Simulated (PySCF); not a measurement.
Start geometry of `O[B](O)[GeH2][Cl]` from GFN2-xTB (Å):
```
atom  x, y, z in Å
O1    -1.3176    0.2146    1.0506
B2    -0.6356   -0.2051   -0.0049
O3    -1.0549   -1.1152   -0.9079
Ge4    1.2779    0.5655   -0.2451
Cl5    2.4557   -0.0509    1.3775
H6    -2.2176   -0.1097    1.2188
H7    -1.8963   -1.5112   -0.8121
H8     2.0378    0.1171   -1.4676
H9     1.4083    2.0778   -0.2430
```

What comes out of this run: PBE0-D3(BJ)/def2-SVP geometry optimisation, gas phase (PySCF 2.14.0)?

```
atom  x, y, z in Å
O1     1.2568    0.7840    1.1578
B2     1.9381    0.4051    0.0497
O3     1.5076   -0.4929   -0.8712
Ge4    3.8001    1.2621   -0.2818
Cl5    5.1238    0.6262    1.3356
H6     0.4044    0.3518    1.2912
H7     0.6459   -0.8902   -0.6973
H8     4.4826    0.7903   -1.5782
H9     3.8053    2.8022   -0.2404
```

The energy falls by 0.164 eV over 10 energy and gradient evaluations, the largest force component goes from 0.0300 to 4.2e-04 Eh/bohr, and the atoms move by 0.058 Å rms after alignment. The bond that changes most is Ge4–Cl5 (ends: germanium bonded to B, Cl and 2 H; chlorine bonded to Ge), which lengthens by 0.087 Å. Bonds longer at the end by more than 0.005 Å: 6 of 8; shorter: 1. Among the angles that change most is B2–O1–H6, from 120.6° to 115.6°. Rotational constants go from 4151, 1479, 1290 to 3950, 1443, 1250 MHz. The orientation of the end geometry is arbitrary; only internal coordinates are fixed.

The run used 112 basis functions and 60 SCF cycles in all. The run took 86 s on one thread, Arm Neoverse N1 (aarch64), no GPU (shared host), and the process peaked at 0.45 GiB of memory.

PBE0-D3(BJ)/def2-SVP frequencies: not computed here. The numbers are those of one conformer.
